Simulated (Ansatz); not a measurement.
Cartesian coordinates (Å):
SMILES: [AlH2][OH]
```xyz
5

O      1.1874     0.2575     0.0007
Al    -0.5055     0.1043     0.0047
H      1.7962    -0.4821    -0.0194
H     -1.1637    -1.3304    -0.0257
H     -1.3143     1.4506     0.0398
```
Charge 0, multiplicity 1.

The numbers are results of frozen-core CCSD(T)/cc-pVTZ // B3LYP-D3(BJ)/def2-TZVP (Ansatz, a first-principles code), not measurements.

```yaml
HF energy: -318.61015 Ha
MP2 correlation energy: -0.33235 Ha
```

**Question.** Estimate the CCSD correlation energy, the (T) correction, the total energy and the T1 diagnostic.

**Answer.** 
```
Item                            Result
-----------------------  -------------
CCSD correlation energy    -0.34951 Ha
(T) correction             -0.01048 Ha
CCSD(T) total energy     -318.97015 Ha
T1 diagnostic                    0.012
```
